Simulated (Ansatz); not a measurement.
Cost and result for the atomization energy of C3H9AlSi (`CC1[CH2][AlH][SiH2]1`) (14 atoms, 14 bonds).

```xyz
14

C    -0.158   -1.017   -1.455
C    -0.384   -0.353   -0.105
C     0.766   -0.573    0.917
Al    0.450    1.037    2.016
Si   -0.633    1.558   -0.082
H     0.733   -0.607   -1.941
H    -1.003   -0.864   -2.133
H    -0.006   -2.096   -1.347
H    -1.307   -0.755    0.338
H     0.793   -1.584    1.335
H     1.731   -0.426    0.408
H     0.769    1.458    3.516
H    -2.019    2.027   -0.374
H     0.269    2.195   -1.092
```

The species carries charge 0 and has multiplicity 1. The geometry is a stationary point of PBE0-D4/def2-TZVP. Program: Ansatz. All runs use 4 threads of an Arm Neoverse V2 on a shared host. Times are those of one run each, without the atoms' runs, and a repeat can differ threefold. Electronic energies, without spin–orbit coupling; frozen cores. CCSD(T)/CBS adds CCSD(T) − MP2 in def2-TZVPP to the MP2 limit, and its time is that of the two runs behind it. T1 = 0.011. B3LYP takes the VWN-RPA correlation (the form of Gaussian; ORCA's B3LYP/G).

CCSD(T)/CBS is a level of theory with its own doubt, some kJ/mol a heavy atom from the limit and from the frozen cores, so smaller differences don't rank the functionals.

```csv
level,functions,wall time,atomization (kcal/mol),difference from CCSD(T)/CBS,per bond
PBE-D4/def2-TZVPP (with forces),303,3.1 s,1189.2,12.9,0.9
PBE0-D4/def2-TZVPP,303,3.8 s,1180.1,3.8,0.3
r2SCAN-D4/def2-TZVPP (with forces),303,6 s,1180.1,3.8,0.3
B3LYP-D4/def2-TZVPP (with forces),303,6.5 s,1174.1,-2.2,-0.2
B2PLYP/def2-TZVPP,303,7.5 s,1160.6,-15.7,-1.1
ωB97X-V/def2-TZVPP,303,10 s,1181.8,5.5,0.4
ωB97M-V/def2-TZVPP (with forces),303,15 s,1178.8,2.5,0.2
MP2/def2-QZVPP,581,32 s,1172.5,-3.8,-0.3
CCSD(T)/def2-TZVPP,303,11 min,1149.6,-26.7,-1.9
CCSD(T)/CBS(def2),–,12 min,1176.3,0.0,0.0
```

From PBE to PBE0 (25 % exact exchange), in def2-TZVPP and without D4, the atomization energy moves by −7.9 kcal/mol: exact exchange takes away binding that semilocal exchange gives to molecules. In def2-TZVPP, CCSD(T) changes the Hartree–Fock value by +265.1 kcal/mol (the triples alone add +14.5 kcal/mol) and MP2 by +272.4 kcal/mol; breaking electron pairs costs correlation energy, which Hartree–Fock lacks. The D4 term adds +12.5 kcal/mol with B3LYP and +6.6 kcal/mol with PBE0; it sums over pairs of atoms, weighted by their polarisabilities, and B3LYP, whose exchange is more repulsive, gets the larger term.
